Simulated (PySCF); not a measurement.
Structure with atom numbers: `[F:1][CH:2]([F:3])[Si@H:4]1[CH2:5][SiH2:6][SiH2:7]1` (H(Xn): hydrogen on atom n). Ha(C5), Ha(Si6), Ha(Si7) are cis to C2 on the ring; Hb(C5), Hb(Si6), Hb(Si7) are trans to C2 on the ring.

PySCF 2.14.0 with density-fitted response routines calculation with structure optimised with GFN2-xTB and GIAO PBE0/pcSseg-1 shieldings; no solvent, one computed conformer, non-relativistic.

Q: Predict the 2D correlation tables (HSQC, COSY, HMBC).

A: 

HSQC (one-bond C–H):
```csv
δH,δC
6.69 (H(C2)),130.7 (C2)
0.71 (Hb(C5)),-2.9 (C5)
0.65 (Ha(C5)),-2.9 (C5)
```

COSY cross peaks (H two or three bonds apart, from the bond graph; peaks can be absent where the dihedral angle is near 90°):
```csv
δH,δH
6.69 (H(C2)),4.97 (H(Si4))
4.97 (H(Si4)),4.66 (Ha(Si7))
4.97 (H(Si4)),4.53 (Hb(Si7))
4.97 (H(Si4)),0.71 (Hb(C5))
4.97 (H(Si4)),0.65 (Ha(C5))
4.69 (Hb(Si6)),4.69 (Ha(Si6))
4.69 (Hb(Si6)),4.66 (Ha(Si7))
4.69 (Hb(Si6)),4.53 (Hb(Si7))
4.69 (Hb(Si6)),0.71 (Hb(C5))
4.69 (Hb(Si6)),0.65 (Ha(C5))
4.69 (Ha(Si6)),4.66 (Ha(Si7))
4.69 (Ha(Si6)),4.53 (Hb(Si7))
4.69 (Ha(Si6)),0.71 (Hb(C5))
4.69 (Ha(Si6)),0.65 (Ha(C5))
4.66 (Ha(Si7)),4.53 (Hb(Si7))
0.71 (Hb(C5)),0.65 (Ha(C5))
```

HMBC (two and three bonds, from the bond graph):
```csv
δH,δC
6.69 (H(C2)),-2.9 (C5)
4.97 (H(Si4)),"130.7 (C2), -2.9 (C5)"
4.69 (Hb(Si6)),-2.9 (C5)
4.69 (Ha(Si6)),-2.9 (C5)
4.66 (Ha(Si7)),"130.7 (C2), -2.9 (C5)"
4.53 (Hb(Si7)),"130.7 (C2), -2.9 (C5)"
0.71 (Hb(C5)),130.7 (C2)
0.65 (Ha(C5)),130.7 (C2)
```

Scale: 1H and 13C against TMS (reference shieldings calculated alike).

Shifts are as computed. Against solution values, carbons near 30 ppm lie about +3 ppm off and those near 130 ppm about +5 ppm. Of 1211 compounds with measured shifts, 218 miss one by over three times the rms of a fit or turn the order of signals round; such compounds aren't used in these exercises.
